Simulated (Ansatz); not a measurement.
Consider the isomerisation: `F[SiH2]C(Cl)Br` → `FC([SiH3])(Cl)Br`.

Isolated molecules relaxed with PBE0-D4/def2-TZVP in Ansatz; ΔE leaves out vibrations. CBS: MP2 limit from def2 TZ/QZ plus the TZ coupled-cluster correction, frozen cores. Functionals use def2-TZVPP. B3LYP here is the variant with VWN-RPA as its local correlation; programs differ in this. For Br outer-core shells are correlated without core-valence functions, which leaves a few kJ/mol of doubt a bond. Scalar relativity is left out up to krypton. One conformer a species, not always the lowest.

Task: Is it downhill or uphill in electronic energy at CCSD(T)/CBS, and by how much? (Best estimate.)

Result: Computed: Uphill: ΔE = +228.1 kJ/mol.

Task: What do these levels give: ωB97X-V, PBE, PBE0, B3LYP, HF/def2-TZVPP, MP2/def2-TZVPP, CCSD/def2-TZVPP, MP2/def2-QZVPP, SCS-MP2/def2-QZVPP, HF/CBS(def2), MP2/CBS(def2), CCSD/CBS(def2)? (Best estimate.)

Result: The calculation gave: ωB97X-V 214.7, PBE 201.2, PBE0 213.4, B3LYP 217.2, HF/def2-TZVPP 237.5, MP2/def2-TZVPP 234.3, CCSD/def2-TZVPP 228.8, MP2/def2-QZVPP 237.2, SCS-MP2/def2-QZVPP 234.8, HF/CBS(def2) 240.1, MP2/CBS(def2) 237.9, CCSD/CBS(def2) 232.5 kJ/mol.

Largest T1 diagnostic among the species: 0.011.

In def2-TZVPP, CCSD(T) changes the Hartree–Fock value by −13.1 kJ/mol (the triples alone add −4.3 kJ/mol) and MP2 by −3.3 kJ/mol. From PBE to PBE0 (25 % exact exchange), in def2-TZVPP and without D4, ΔE moves by +12.2 kJ/mol.
